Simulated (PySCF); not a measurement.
# Fine-structure interval of Zr³⁺ by level of theory

Zr³⁺ [Kr] 4d1 [4d3/2^1, M_J = 3/2] → Zr³⁺ [Kr] 4d1 [4d5/2^1, M_J = 5/2], as a difference of total energies. Calculation: PySCF 2.14, in x2c-SVPall-2c (6s8p6d1f, 67 functions); the two-component X2C-1e Hamiltonian. Correlated levels: [Ar] 3d10 frozen; the 6 highest virtual spinors dropped. "Screened" scales the spin-orbit matrix elements by Boettger's factors to mimic the two-electron term; Breit and QED terms are absent.

| method | fine-structure interval (cm⁻¹) |
| --- | --- |
| GHF (screened spin-orbit) | 1326.5 |
| GMP2 (screened spin-orbit) | 1254.1 |
| GHF (bare spin-orbit) | 1804.2 |
